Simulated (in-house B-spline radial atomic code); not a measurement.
The numbers below are computed, except where a source is named.
# Two electrons in Si: a Gaussian well −V exp(−r²/w²) with V = 73.4 meV and w = 22.5 nm

For Si the NSM archive of the Ioffe Institute lists m_l = 0.98 m0, m_t = 0.19 m0 and ε = 11.7; the model takes one isotropic valley with the conductivity mass 3/(1/m_l + 2/m_t) = 0.26 m0, and so misses anisotropy and the other valleys. All triplets below are those of one valley; with several valleys two electrons can form a triplet in the 1s orbital itself, at an energy set by the valley splitting.

Effective-mass model with parabolic bands, a uniform dielectric constant, no image charges, no central-cell or spin-orbit terms. Two-electron levels come from full CI in B-splines with partial waves to l = 5 (up to 0.001 effective hartree above the limit).

(1) What are the effective units, and what is the potential in them?

In these units the lowest s and p orbitals lie at -1.162884 and -0.998878, and their Coulomb and exchange integrals are J_ss = 0.324293, J_sp = 0.266694 and K_sp = 0.05255. Full CI gives -2.059283 for the ground singlet, -1.963846 for the sp triplet, -1.900224 for the sp singlet and -1.820961 for the lowest triplet of two s orbitals.

(2) What does it cost to add the second electron, to first order and exactly?

(3) How far above the singlet do the triplets lie?

## Answers

(1) Ha* = 27211.386 meV × 0.26/11.7² = 51.68 meV and a* = 0.0529177 nm × 11.7/0.26 = 2.381 nm. V = 1.42 Ha* and w = 9.44 a*.

(2) To first order E = 2ε_s + J_ss = -2.001475, so the charging energy E(2) − 2E(1) is J_ss = 16.76 meV. CI gives -2.059283 − 2 × (-1.162884) = 0.266485, or 13.77 meV: relaxation and correlation lower it by 2.988 meV, 17.8 % of J_ss. The s² configuration of one-electron orbitals holds 87.5 % of the state, and the mean radius is 7.73 nm. The second electron is bound by ε_s − E = 46.33 meV, against 60.1 meV for the first.

(3) To first order the sp triplet lies at ε_s + ε_p + J_sp − K_sp = -1.947614, which is 2.784 meV above 2ε_s + J_ss. CI gives -1.963846 − (-2.059283) = 0.095436, or 4.932 meV, 58 % of the orbital spacing of 8.476 meV. The ss triplet lies 12.32 meV up, so the lower of the two is the sp one, and its gap equals k_BT at 57.2 K. The sp singlet-triplet splitting is 3.288 meV, against 2K_sp = 5.431 meV.
